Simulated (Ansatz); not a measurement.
The cluster Sr6Te6. Total charge 0; singlet. Geometry PBE0-D4/def2-SVP; atoms count from 1.

| atom | x (Å) | y (Å) | z (Å) |
| --- | --- | --- | --- |
| Sr1 | -3.471 | 3.541 | 2.168 |
| Sr2 | 0.756 | -4.978 | 2.415 |
| Sr3 | 2.750 | 1.374 | -4.591 |
| Sr4 | 3.682 | -3.412 | -2.055 |
| Sr5 | -2.659 | -1.373 | 4.650 |
| Sr6 | -1.086 | 4.849 | -2.583 |
| Te7 | 4.175 | -1.255 | -4.122 |
| Te8 | -1.433 | -4.123 | 4.324 |
| Te9 | 2.813 | -5.221 | 0.210 |
| Te10 | 0.992 | 3.837 | -4.535 |
| Te11 | -3.462 | 1.536 | 4.435 |
| Te12 | -3.056 | 5.224 | -0.315 |

In the def2 sets Sr, Te take a core potential; there is no spin–orbit coupling. The structure comes from a short search, and lower isomers may exist.

(1) Estimate the Mulliken populations from the PBE0/def2-TZVP orbitals of Ansatz.

(2) And the Mayer bond orders between heavy atoms (over 0.3)?

## Answers

(1) 
```
atom  charge (e)
 Sr1        0.92
 Sr2        0.93
 Sr3        0.93
 Sr4        0.92
 Sr5        0.93
 Sr6        0.93
 Te7       -0.93
 Te8       -0.93
 Te9       -0.93
Te10       -0.93
Te11       -0.93
Te12       -0.93
```
Mulliken values depend strongly on the basis.

(2) Sr1–Te11 0.85 (3.03 Å); Sr1–Te12 0.85 (3.03 Å); Sr2–Te8 0.85 (3.03 Å); Sr2–Te9 0.85 (3.03 Å); Sr3–Te7 0.85 (3.03 Å); Sr3–Te10 0.85 (3.03 Å); Sr4–Te7 0.85 (3.03 Å); Sr4–Te9 0.85 (3.03 Å); Sr5–Te8 0.85 (3.03 Å); Sr5–Te11 0.85 (3.03 Å); Sr6–Te10 0.85 (3.03 Å); Sr6–Te12 0.84 (3.03 Å).
